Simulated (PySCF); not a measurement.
C2H4NO, doublet, at a GFN2-xTB geometry, with bond 8-3 at 2.0 times its length. Base run: SVWN5/6-31G (PySCF).

Here is a job for PySCF.
```python
from pyscf import gto, scf, dft

mol = gto.Mole()
mol.atom = '''
    O     0.264547    1.297740    0.280384
    C    -0.004937    0.128213    0.028737
    N     0.987146   -0.787170   -0.208322
    C    -1.338914   -0.381891   -0.040479
    H     0.796015   -1.749307   -0.416363
    H    -1.542815   -1.412839   -0.263429
    H    -2.158567    0.288386    0.136211
    H     2.896997   -0.164627   -0.133243
'''
mol.basis = '6-31g'
mol.charge = 0
mol.spin = 1
mol.verbose = 4
mol.build()

mf = dft.UKS(mol)
mf.xc = 'lda,vwn'
mf.kernel()
mf.analyze()
```

Each row names what was changed in the base input (with any setting that the change needs).

```json
[
 {"change": "base", "ΔE vs base (mEh)": "0.000", "SCF cycles": "18", "<S^2>": "0.790", "outcome": "converged"},
 {"change": "init_guess = vsap", "ΔE vs base (mEh)": "0.000", "SCF cycles": "21", "<S^2>": "0.790", "outcome": "converged"},
 {"change": "init_guess = mod_huckel", "ΔE vs base (mEh)": "0.000", "SCF cycles": "25", "<S^2>": "0.790", "outcome": "converged"},
 {"change": "init_guess = 1e", "ΔE vs base (mEh)": "0.000", "SCF cycles": "30", "<S^2>": "0.790", "outcome": "converged"},
 {"change": "diis_space = 20", "ΔE vs base (mEh)": "-", "SCF cycles": "16", "<S^2>": "-", "outcome": "not converged"},
 {"change": "damp = 0.5; diis_start_cycle = 5", "ΔE vs base (mEh)": "0.000", "SCF cycles": "25", "<S^2>": "0.790", "outcome": "converged"},
 {"change": "solver = newton; init_guess = 1e", "ΔE vs base (mEh)": "0.000", "SCF cycles": "-", "<S^2>": "0.790", "outcome": "converged"},
 {"change": "init_guess = huckel", "ΔE vs base (mEh)": "0.000", "SCF cycles": "22", "<S^2>": "0.790", "outcome": "converged"},
 {"change": "conv_tol = 1e-7", "ΔE vs base (mEh)": "0.001", "SCF cycles": "16", "<S^2>": "0.790", "outcome": "converged"},
 {"change": "conv_tol_grad = 1e-7", "ΔE vs base (mEh)": "0.000", "SCF cycles": "23", "<S^2>": "0.790", "outcome": "converged"},
 {"change": "init_guess = sap", "ΔE vs base (mEh)": "0.000", "SCF cycles": "21", "<S^2>": "0.790", "outcome": "converged"},
 {"change": "conv_tol = 1e-6", "ΔE vs base (mEh)": "0.002", "SCF cycles": "15", "<S^2>": "0.790", "outcome": "converged"},
 {"change": "conv_tol = 1e-12", "ΔE vs base (mEh)": "0.000", "SCF cycles": "21", "<S^2>": "0.790", "outcome": "converged"}
]
```

Open shells are given as the SCF converged; they aren't shown to be the lowest states, and a large step between rows can be another state.
